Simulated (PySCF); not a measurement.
## Ionisation energy of Mn by level of theory

Mn [Ar] 3d5 4s2 (6S) → Mn⁺ [Ar] 3d5 4s1 (7S), as a difference of total energies. All numbers are calculated (PySCF 2.14, the spin-free X2C one-electron Hamiltonian (Gaussian nucleus), in aug-cc-pVDZ-DK (7s6p4d2f, 59 functions)). Correlated levels: valence: [Ar] frozen. The calculations carry no spin-orbit coupling.

```csv
method,ionisation energy (eV)
UHF,6.030
BP86,7.453
B3LYP,7.577
MP2 (valence),6.980
SCS-MP2 (valence),7.177
```

**Question.** How much does correlation contribute at MP2 (valence)?

**Answer.** 6.980 − (6.030) = 0.950 eV, measured against UHF.

Errors of the correlated levels include the incompleteness of this basis and the frozen core.

MP2 underrates the near-degeneracy of ns² with np² in the lower species.

For comparison: 7.434 eV (measured; NIST Atomic Spectra Database, ionization energies).
